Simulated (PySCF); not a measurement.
Ga(H)(SiH3)2 (GaH7Si2), SMILES [SiH3][GaH][SiH3].

The structure is a stationary point at ωB97X-D3(BJ)/def2-SVP.

Level of theory: PBE/def2-TZVP (PySCF).

The molecule is in vacuum.

Computed frontier levels, gap, dipole moment and polarisability:
```json
{
  "highest_occupied_level": "-6.29 eV",
  "lowest_empty_level": "-3.19 eV",
  "orbital_gap": "3.10 eV",
  "dipole_moment": "0.036 e·Å",
  "quadrupole, principal values (traceless, Buckingham form, about the centre of nuclear charge)": "-4.03, -2.04, 6.07 D·Å",
  "mean_static_polarisability": "98.7 bohr³ (14.62 Å³)",
  "polarisability_principal_values": "73.1, 92.4, 130.5 bohr³"
}
```
